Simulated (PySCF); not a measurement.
Compound: 1-methylcycloheptene, C8H14.
Numbering: `[CH3:1][C:2]1=[CH:3][CH2:4][CH2:5][CH2:6][CH2:7][CH2:8]1` (hydrogens: H9, H10, H11 on C1; H12 on C3; H13, H14 on C4; H15, H16 on C5; H17, H18 on C6; H19, H20 on C7; H21, H22 on C8)

The calculation used PBE0-D3(BJ)/def2-SVP geometry optimisation, gas phase in PySCF.

Task: List the bond lengths, angles and torsions at this level.

Result: 
```tsv
bond	length (pm)
C1–C2	149.8
C2=C3	134.1
C3–C4	150.3
C4–C5	153.1
C5–C6	152.5
C6–C7	152.5
C7–C8	153.1
C2–C8	151.1
C1–H9, C1–H10, C1–H11	110.3
C3–H12	109.6
C4–H13, C4–H14	110.4
C5–H15, C5–H16	110.4
C6–H17, C6–H18	110.5
C7–H19, C7–H20	110.4
C8–H21, C8–H22	110.4
```

Bonds in one row agree within 1 pm and their mean is given. A selection of angles:
```tsv
angle	degrees
C1–C2–C3	121.6
C1–C2–C8	116.2
C3–C2–C8	122.1
C2–C3–C4	125.4
C3–C4–C5	114.9
C4–C5–C6	114.8
C5–C6–C7	116.3
C6–C7–C8	115.0
C2–C8–C7	114.8
```

Dihedral angles: C1–C2–C3–C4 179° (antiperiplanar); C2–C3–C4–C5 -60° (synclinal); C3–C4–C5–C6 74° (synclinal); C4–C5–C6–C7 -63° (synclinal); C5–C6–C7–C8 63° (synclinal); C6–C7–C8–C2 -76° (synclinal); C1–C2–C8–C7 -119° (anticlinal). The mirror-image conformer, all signs reversed, is as good.

Of the pairs four or more bonds apart, H11···H12 is among the closest relative to their van der Waals radii: 2.32 Å, 96 % of the sum of Bondi's values. The 7-membered ring C2–C3–C4–C5–C6–C7–C8 has internal angles of 114.8° to 125.4°; it is puckered, 0.27 Å rms from its mean plane, widest ring torsion 76°. The 8 C–C bonds span 1.341 Å (C2=C3, drawn double) to 1.531 Å (C4–C5, drawn single), a spread of 0.190 Å.

Point group: C1 (no symmetry element, even within 0.4 Å). Whether it is a minimum is left open (no frequencies). The numbers are those of one conformer.
